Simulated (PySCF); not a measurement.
## Static response to an electric field

Species: C3H11NSi.
Atom-mapped SMILES: `[CH3:1][C@H:2]([NH2:3])[CH2:4][SiH3:5]` (hydrogens: H6, H7, H8 on C1; H9 on C2; H10, H11 on N3; H12, H13 on C4; H14, H15, H16 on Si5)

Cartesian coordinates in Å at the GFN2-xTB level; atoms count from 1:
```xyz
16
C3H11NSi angstrom
C     -1.4481    0.6917    0.4798
C     -0.5876   -0.3826   -0.1761
N     -1.3324   -1.6343   -0.1557
C      0.7919   -0.4902    0.4920
Si     1.8685    1.0720    0.3793
H     -1.0177    1.6769    0.3238
H     -2.4461    0.6679    0.0499
H     -1.5281    0.5103    1.5500
H     -0.4472   -0.1266   -1.2336
H     -0.8029   -2.3743   -0.6043
H     -1.5080   -1.9178    0.8035
H      1.3313   -1.3203    0.0257
H      0.6507   -0.7678    1.5404
H      3.2515    0.7129    0.7045
H      1.8087    1.6032   -0.9840
H      1.4080    2.0879    1.3284
```

Level: CAM-B3LYP/def2-SVPD (PySCF), static field, nuclei fixed, core orbitals frozen in the response. The polarisability tensor in these axes (au):

```
x   80.92  6.21  1.02
y    6.21 75.68  1.32
z    1.02  1.32 65.82
```

Question: What are the eigenvalues, a third of the trace, and Δα (Δα² = ½Σ(αi − αj)² over the three pairs)?

Answer: Principal values 65.64, 71.61 and 85.17 au; mean 74.14 au = 10.99 Å³ = 12.22 × 10⁻⁴⁰ C²·m²/J; Δα = 17.33 au (23 % of the mean).

Question: What is the dipole moment, and where does it point?

Answer: (0.71, -0.61, 0.57) D, 1.09 D in size, pointing from the negative to the positive side. Measured along this direction, the outermost atoms are H7 at the negative end and H14 at the positive end.

Question: What would n − 1 = 2πNα be for an ideal gas of these molecules at 273.15 K and 1 atm, electronic part alone?

Answer: N = p/kT = 2.6868 × 10¹⁹ cm⁻³, so n − 1 = 2π × N × 10.99 × 10⁻²⁴ cm³ = 1855 × 10⁻⁶ at long wavelengths.

Question: Give the eigenvalues of the traceless quadrupole moment Θ = ½Σq(3rr − r²1), origin at the centre of nuclear charge.

Answer: -8.97, 3.98, 4.99 D·Å. The values depend on the origin, since the dipole doesn't vanish. The electronic extent ⟨r²⟩ about the same centre is 752 bohr², a root-mean-square distance of 2.05 Å for the 50 electrons.

Question: Sum over states: ᾱ = Σ f/ω², ω in Eh. What share falls to these 8 lowest TDDFT singlets (eV, f)? 6.29, 0.0274; 7.27, 0.0064; 7.44, 0.0021; 7.75, 0.0020; 8.01, 0.0268; 8.10, 0.1076; 8.20, 0.0308; 8.56, 0.0455.

Answer: They add up to 2.98 au, 4.0 % of the 74.14 au; the largest single term is 1.22 au, from the state at 8.10 eV. Terms in order: 0.51, 0.09, 0.03, 0.02, 0.31, 1.22, 0.34, 0.46 au. Higher excitations give the rest. The strengths listed sum to 0.249.

Question: Rayleigh depolarisation ratio (linearly polarised light, static tensor)?

Answer: ρ = 3Δα²/(45ᾱ² + 4Δα²) = 901.3/(247350 + 1201.7) = 0.00363.

One conformer (not necessarily the lowest) at the GFN2-xTB geometry, without solvent, vibrations or thermal averaging.

The run behind these numbers computed excited states as well. The run took 36 s wall on one thread of an x86-64 server (shared host).
